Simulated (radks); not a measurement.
The chlorine ion Cl3+, configuration [Ne] 3s2 3p2.

Method: scalar-relativistic Kohn-Sham, PBE, spin-polarised, spherical densities, finite nucleus; open shells are filled with parallel spins first; Fermi nuclear charge, rms radius 3.3654 fm; computed with a radial shooting solver on a logarithmic mesh with Libxc functionals.

Energy parts (Ry):
total: -917.27249
kinetic: 921.60719
electron-nucleus: -2143.41006
Hartree: 358.28433
exchange-correlation: -53.75396

Orbitals (lengths in bohr, moments of r in powers of bohr; <r^-3> diverges for s and p1/2):
[
 {"orbital": "1s up", "occ.": "1", "eigenvalue (Ry)": "-205.6382", "<r^-3>": "-"},
 {"orbital": "1s down", "occ.": "1", "eigenvalue (Ry)": "-205.6054", "<r^-3>": "-"},
 {"orbital": "2s up", "occ.": "1", "eigenvalue (Ry)": "-21.87615", "<r^-3>": "-"},
 {"orbital": "2s down", "occ.": "1", "eigenvalue (Ry)": "-21.84424", "<r^-3>": "-"},
 {"orbital": "2p up", "occ.": "3", "eigenvalue (Ry)": "-17.40678", "<r^-3>": "103.0"},
 {"orbital": "2p down", "occ.": "3", "eigenvalue (Ry)": "-17.36243", "<r^-3>": "102.9"},
 {"orbital": "3s up", "occ.": "1", "eigenvalue (Ry)": "-4.42251", "<r^-3>": "-"},
 {"orbital": "3s down", "occ.": "1", "eigenvalue (Ry)": "-4.18534", "<r^-3>": "-"},
 {"orbital": "3p up", "occ.": "2", "eigenvalue (Ry)": "-3.40663", "<r^-3>": "11.23"},
 {"orbital": "3p down", "occ.": "0", "eigenvalue (Ry)": "-3.17785", "<r^-3>": "11.16"},
 {"orbital": "3d up", "occ.": "0", "eigenvalue (Ry)": "-1.98685", "<r^-3>": "0.7265"},
 {"orbital": "3d down", "occ.": "0", "eigenvalue (Ry)": "-1.79340", "<r^-3>": "0.7009"},
 {"orbital": "4s up", "occ.": "0", "eigenvalue (Ry)": "-1.53392", "<r^-3>": "-"}
]

The highest occupied level is 3p up at -46.350 eV. The electron density at the nucleus is 3613 e/bohr^3 (large components only). For comparison, the ionisation energy in NIST's Atomic Spectra Database is 53.2 eV (semi-empirical). In exact Kohn-Sham theory the highest level is minus the ionisation energy, but local and semilocal functionals leave it too shallow, through self-interaction and a potential that decays too fast; potentials with the right tail come closer. The spin density at the nucleus is -0.3276 e/bohr^3 (1s -0.3394, 2s 0.1274, 3s -0.1157).
